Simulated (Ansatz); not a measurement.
Reaction (ligand exchange at the Si–Cl bond): `O[Si](Cl)(Cl)Cl` + CH₃OH → `CO[Si](O)(Cl)Cl` + HCl

Isolated molecules relaxed with PBE0-D4/def2-TZVP in Ansatz; ΔE leaves out vibrations. CCSD(T)/CBS is the MP2 limit (def2-TZVPP, def2-QZVPP) plus CCSD(T) − MP2 in def2-TZVPP, frozen cores. This one scheme is used for every species. Each species was taken in one conformer, which may not be the lowest.

```csv
level,ΔE (eV)
MP2/def2-QZVPP,-0.23
HF/CBS(def2),-0.32
```

(1) What does CCSD(T)/CBS give? (Estimate.)

Largest T1 diagnostic among the species: 0.010.

Results:

(1) Computed: -0.25 eV. The listed levels differ from it by 0.02, -0.07 eV.

The D4 term adds −0.03 eV with B3LYP and −0.02 eV with PBE0; it sums over pairs of atoms, weighted by their polarisabilities, and B3LYP, whose exchange is more repulsive, gets the larger term.

B3LYP here is the variant with VWN-RPA as its local correlation; programs differ in this.
